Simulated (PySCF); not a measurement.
A structure optimised at B3LYP-D3(BJ)/def2-SVP, used in a PySCF frequency run:

```
C
F 1 1.3252
F 1 1.3252 2 108.93
F 1 1.3252 2 108.93 3 118.70
Br 1 1.9492 2 110.01 3 -120.65
```

Question: Write its SMILES, formula and point group.

Answer: FC(F)(F)Br, CBrF3, C3v

Question: What are its rotational constants (standard atomic weights)?

Answer: 5.7186, 2.0531, 2.0531 GHz
